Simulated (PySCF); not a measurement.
C10H20O3S.
Atom-mapped SMILES: `[CH3:1][CH2:2][C:3]1([CH2:4][CH3:5])[CH2:6][C@@H:7]([O:8][CH3:9])[CH2:10][S:11](=[O:12])(=[O:13])[CH2:14]1` (hydrogens: H15, H16, H17 on C1; H18, H19 on C2; H20, H21 on C4; H22, H23, H24 on C5; H25, H26 on C6; H27 on C7; H28, H29, H30 on C9; H31, H32 on C10; H33, H34 on C14)

Geometry (PBE0-D3(BJ)/def2-SVP, Å), atoms numbered from 1 in this order:
```xyz
34
C10H20O3S angstrom
C     -2.4332   -0.2493    1.9237
C     -1.0850   -0.7221    1.4022
C     -0.7997   -0.4812   -0.0987
C     -1.6639   -1.4703   -0.9150
C     -1.6021   -1.3847   -2.4326
C      0.6868   -0.7659   -0.3868
C      1.7042    0.1921    0.2188
O      2.9721   -0.2820   -0.1502
C      4.0290    0.1898    0.6320
C      1.4996    1.6220   -0.2783
S     -0.1244    2.2298    0.1560
O     -0.2211    2.2092    1.6191
O     -0.3811    3.4667   -0.5756
C     -1.1600    0.9449   -0.5354
H     -2.5958   -0.6218    2.9459
H     -3.2792   -0.6027    1.3133
H     -2.4697    0.8485    1.9744
H     -0.9742   -1.8070    1.5717
H     -0.3085   -0.2331    2.0067
H     -1.3676   -2.4853   -0.5992
H     -2.7124   -1.3539   -0.5958
H     -0.5833   -1.5308   -2.8224
H     -2.2319   -2.1686   -2.8790
H     -1.9741   -0.4230   -2.8178
H      0.8692   -0.7719   -1.4740
H      0.9325   -1.7771   -0.0264
H      1.6129    0.2010    1.3220
H      3.8887   -0.0559    1.7024
H      4.9464   -0.2986    0.2765
H      4.1697    1.2842    0.5491
H      1.5940    1.6852   -1.3726
H      2.1883    2.3434    0.1861
H     -2.1849    1.2340   -0.2583
H     -1.0560    1.0827   -1.6211
```

The closed-shell ground state was solved at several levels (PySCF, density fitting, gas phase, non-relativistic).

```json
{"level": "PBE0/pcSseg-1", "basis functions": "345", "total energy (Eh)": "-1015.9700", "HOMO (eV)": "-7.72", "LUMO (eV)": "1.03", "gap (eV)": "8.75", "dipole (D)": "4.10"}
{"level": "B3LYP/def2-SVPD", "basis functions": "456", "total energy (Eh)": "-1016.3897", "HOMO (eV)": "-7.61", "LUMO (eV)": "0.05", "gap (eV)": "7.66", "dipole (D)": "4.33"}
```

Task: What might wB97X-D/pcSseg-1 (345 basis functions) give for the same quantities?

Result: Total energy -1016.6148 Eh, HOMO -9.63 eV, LUMO 2.81 eV, gap 12.44 eV, dipole 4.17 D.

Task: Over all these levels, which gives the widest orbital gap and which the narrowest?

Result: wB97X-D/pcSseg-1 (range-separated hybrid) has the widest, 12.44 eV, and B3LYP/def2-SVPD (global hybrid, 20 % exact exchange) the narrowest, 7.66 eV. Functional and basis both differ between the two, so the spread mixes both effects.

Task: How far do the dipole and the HOMO energy spread over the levels?

Result: The dipole runs from 4.10 to 4.33 D (mean 4.20 D) and the HOMO from -9.63 to -7.61 eV.

One conformer stands for the species.

wB97X-D is run here without its empirical dispersion term; that term would change no orbital, density or response property at a fixed geometry.
